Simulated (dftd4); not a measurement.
The dftd4 input:
```
$ dftd4 mol.xyz --func bp86 --charge 0 --json dftd4.json --noedisp --property

# file mol.xyz
7

F      1.92071283    -1.45494009    -0.00159091
Si     1.29120465    -0.04621676    -0.45500175
F      2.17893296     0.90363565     0.49161443
Si    -0.89795116     0.08724035     0.05293148
F     -1.64658750    -0.12127352     1.44202576
F     -1.39908948     1.52197224    -0.39869112
F     -1.66569646    -0.91320875    -0.90791551
```

Task: What dispersion energy does D4 for bp86 run with dftd4 give?

Result: -6.14 kcal/mol

Task: What partial charges in atom order does D4 for bp86 give?

Result: F1 -0.17, Si2 0.39, F3 -0.17, Si4 0.41, F5 -0.15, F6 -0.16, F7 -0.16
